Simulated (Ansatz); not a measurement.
`C=C[Si](N)(N)N`, charge 0, multiplicity 1.

Q: Give a relaxed structure at PBE0-D4/def2-TZVP (the Gaussian-basis code of Ansatz). (An estimate is asked.)

A: Ansatz gave: 
Z-matrix (Å, degrees):
```
Si
C 1 1.866
N 1 1.716 2 119.6
N 1 1.719 2 105.5 3 115.4
N 1 1.719 2 104.0 3 -114.7
C 2 1.331 1 124.3 3 -94.9
H 2 1.090 1 118.2 3 83.3
H 3 1.007 1 118.9 2 -73.2
H 3 1.007 1 119.5 2 69.4
H 4 1.007 1 119.2 2 -170.7
H 4 1.007 1 120.2 2 45.8
H 5 1.007 1 120.3 2 -179.9
H 5 1.007 1 119.9 2 -35.4
H 6 1.087 2 122.5 1 178.6
H 6 1.087 2 121.3 1 -0.9
```
This is one stationary point; other conformers may exist.
